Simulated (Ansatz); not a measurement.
`C[SiH2][B]([AlH2])[SiH3]` + `C[SiH3]` → `[AlH2][CH2][SiH3]` + `C[SiH2]B[SiH3]`  (formal exchange of groups at the Al–B bond)

Gas-phase electronic energies from Ansatz, PBE0-D4/def2-TZVP geometries. CCSD(T)/CBS adds triple-zeta CCSD(T) − MP2 to the extrapolated MP2 energy (def2 sets, frozen cores). This one scheme is used for every species. DFT in def2-TZVPP. B3LYP here is the variant with VWN-RPA as its local correlation; programs differ in this. Each species was taken in one conformer, which may not be the lowest.

`C[SiH2][B]([AlH2])[SiH3]`:

Cartesian coordinates in Å:
```
C -1.812 -1.037 -0.969
Si -0.554 -1.291 0.413
B 0.502 0.412 0.471
Al 0.034 1.972 1.779
Si 1.999 0.483 -0.847
H -2.438 -1.927 -1.065
H -1.312 -0.865 -1.924
H -2.462 -0.184 -0.762
H -1.278 -1.611 1.678
H 0.304 -2.471 0.095
H 0.784 2.129 3.174
H -1.109 3.012 1.389
H 1.796 -0.369 -2.054
H 2.407 1.839 -1.310
H 3.141 -0.092 -0.069
```

`C[SiH3]`:

Z-matrix (Å, degrees):
```
C
Si 1 1.871
H 1 1.092 2 110.8
H 1 1.092 2 110.8 3 -120.0
H 1 1.092 2 110.8 3 120.0
H 2 1.488 1 110.7 3 -179.9
H 2 1.488 1 110.7 3 -59.9
H 2 1.488 1 110.7 3 60.1
```

`[AlH2][CH2][SiH3]`:

```xyz
10

Al   -0.997   -1.236   -0.837
C    -0.397    0.563   -0.390
Si    0.987    0.605    0.862
H    -0.311   -2.025   -2.032
H    -2.160   -1.914    0.005
H    -0.042    1.068   -1.296
H    -1.234    1.139    0.019
H     2.169   -0.144    0.353
H     0.557   -0.046    2.131
H     1.427    1.990    1.185
```

`C[SiH2]B[SiH3]`:

Z-matrix (Å, degrees):
```
C
Si 1 1.876
H 1 1.092 2 110.8
H 1 1.093 2 110.8 3 119.7
H 1 1.092 2 111.1 3 -120.3
B 2 2.005 1 115.3 3 -55.0
H 2 1.492 1 109.9 3 177.4
H 2 1.499 1 109.6 3 60.3
Si 6 2.005 2 123.1 1 17.1
H 6 1.198 2 118.2 1 -162.6
H 9 1.488 6 115.4 2 153.9
H 9 1.490 6 113.4 2 28.1
H 9 1.497 6 104.2 2 -88.0
```

(1) Is it downhill or uphill in electronic energy at CCSD(T)/CBS, and by how much? (Best estimate.)

(2) What do these levels give: PBE0-D4, ωB97M-V, B2PLYP, B3LYP, HF/def2-TZVPP, SCS-MP2/def2-TZVPP, CCSD/def2-TZVPP, CCSD(T)/def2-TZVPP, HF/def2-QZVPP, MP2/def2-QZVPP, HF/CBS(def2), MP2/CBS(def2)? (An estimate is asked.)

Largest T1 diagnostic among the species: 0.014.

Answers

(1) Ansatz gave: Downhill: ΔE = -2.2 kcal/mol.

(2) Ansatz gave: PBE0-D4 -0.6, ωB97M-V -3.2, B2PLYP -2.9, B3LYP -2.5, HF/def2-TZVPP -4.0, SCS-MP2/def2-TZVPP -3.6, CCSD/def2-TZVPP -2.5, CCSD(T)/def2-TZVPP -2.2, HF/def2-QZVPP -4.1, MP2/def2-QZVPP -3.6, HF/CBS(def2) -4.1, MP2/CBS(def2) -3.5 kcal/mol.

From PBE to PBE0 (25 % exact exchange), in def2-TZVPP and without D4, ΔE moves by −0.9 kcal/mol.
